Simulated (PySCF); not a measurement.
Ge(I)(Me), SMILES [CH3][Ge][I], singlet, PBE0/def2-SVP optimised geometry.

```
6

Ge    -0.62    -1.22     0.00
I      1.95    -1.22     0.00
C     -0.88     0.76     0.00
H     -1.95     1.01     0.02
H     -0.42     1.20    -0.90
H     -0.38     1.22     0.87
```

Density from PBE0/def2-TZVP, def2 effective core potentials past Kr run with PySCF at that geometry. The core electrons that the potentials of I replace are not part of the density.

Minimum of the electron density along straight lines between bonded atoms, close to the bond critical point (lines longer than 1.1 times the sum of covalent radii, or with two minima, are not listed):

| bond | length / Å | ρ at the minimum / e bohr⁻³ | ∇²ρ there / e bohr⁻⁵ | position (fraction from the first atom) |
|---|---|---|---|---|
| Ge1–I2 | 2.574 | 0.071 | [?] | 0.43 |
| Ge1–C3 | 1.991 | [?] | 0.07 | 0.47 |
| C3–H4 | 1.102 | 0.267 | -0.88 | 0.64 |
| C3–H5 | 1.103 | 0.264 | -0.86 | 0.64 |
| C3–H6 | 1.103 | 0.265 | -0.86 | 0.64 |

Question: Fill in the missing entries.

Answer: 
- Ge1–I2, ∇²ρ there / e bohr⁻⁵: 0.00
- Ge1–C3, ρ at the minimum / e bohr⁻³: 0.122
